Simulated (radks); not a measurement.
The numbers below are computed, except where a source is named.
Charge is removed step by step from the 3p level of neutral chlorine, starting from [Ne] 3s2 3p5. Code: a radial shooting solver on a logarithmic mesh with Libxc functionals. Model: scalar-relativistic Kohn-Sham, PBEsol, spin-unpolarised, spherical densities, point nucleus.

\begin{tabular}{lrrr}
removed (e) & E - E(0) (eV) & eigenvalue (eV) & E minus straight line (eV) \\ \hline
0 & 0.000 & -8.562 & 0.000 \\
0.125 & 1.149 & -9.822 & -0.581 \\
0.25 & 2.457 & -11.112 & -1.002 \\
0.375 & 3.927 & -12.428 & -1.261 \\
0.5 & 5.564 & -13.770 & -1.353 \\
0.625 & 7.371 & -15.137 & -1.277 \\
0.75 & 9.349 & -16.528 & -1.027 \\
0.875 & 11.503 & -17.943 & -0.603 \\
1 & 13.836 & -19.381 & 0.000 \\
\end{tabular}

Removing the whole electron costs 13.836 eV by Delta-SCF, against 8.562 eV from minus the eigenvalue at the starting occupation. Slater's transition state (half an electron removed) gives 13.770 eV. Integrating minus the eigenvalue over the occupation (Janak's theorem) gives 13.837 eV. In this scalar-relativistic scheme the density is built from large components alone, so the theorem holds only approximately. The mean slope of the eigenvalue, de/dn, is 10.8 eV per electron. Ionisation energy of Cl in the NIST Atomic Spectra Database: 12.968 eV (measured).

Beside tabulated values, note that spin-unpolarised runs miss the spin-polarisation part of the exchange energy of open shells.
